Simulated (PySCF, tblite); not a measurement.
Isomers of C5H15ClSi2, one GFN2-xTB conformer each. Single-point energies are computed at PBE0/pcSseg-1 (PySCF, gas phase, no added dispersion term), electronic only.

```json
{"SMILES": "C[Si](C)(C)[Si](C)(C)Cl", "GFN2-xTB relative energy (kJ/mol)": "0.0"}
{"SMILES": "C[C@H](Cl)CCC([SiH3])[SiH3]", "GFN2-xTB relative energy (kJ/mol)": "20.0"}
```

Conformers: `[CH3:1][C@H:2]([Cl:3])[CH2:4][CH2:5][CH:6]([SiH3:7])[SiH3:8]` with C1–C2–C4–C5 -173°, C2–C4–C5–C6 178°, C4–C5–C6–Si7 -171°.

Question: What does PBE0/pcSseg-1 give for the same structures?

Answer: 
| SMILES | PBE0/pcSseg-1 E (Eh) | PBE0/pcSseg-1 (kJ/mol) | GFN2-xTB (kJ/mol) | point group |
| --- | --- | --- | --- | --- |
| C[Si](C)(C)[Si](C)(C)Cl | -1238.15346 | 0.0 | 0.0 | Cs |
| C[C@H](Cl)CCC([SiH3])[SiH3] | -1238.03240 | 317.9 | 20.0 | C1 |

Both levels put the same isomer lowest. As drawn, the lower has an Si–Si bond, which the higher lacks.

Question: Which frontier levels, dipoles and rotational constants go with these structures?

Answer: 
```csv
SMILES,"HOMO (eV, PBE0/pcSseg-1)",LUMO (eV),dipole (D),"A, B, C (MHz)"
C[Si](C)(C)[Si](C)(C)Cl,-7.45,0.30,2.23,"1367, 772.5, 718.3"
C[C@H](Cl)CCC([SiH3])[SiH3],-8.21,0.48,2.41,"1804, 488.0, 460.7"
```

Question: What happens when harmonic zero-point energies from GFN2-xTB frequencies are added?

Answer: 
```csv
SMILES,ZPE (kJ/mol),electronic (kJ/mol),with ZPE (kJ/mol)
C[Si](C)(C)[Si](C)(C)Cl,489.6,0.0,0.0
C[C@H](Cl)CCC([SiH3])[SiH3],465.0,317.9,293.2
```

The zero-point energies span 24.6 kJ/mol. The order is unchanged.
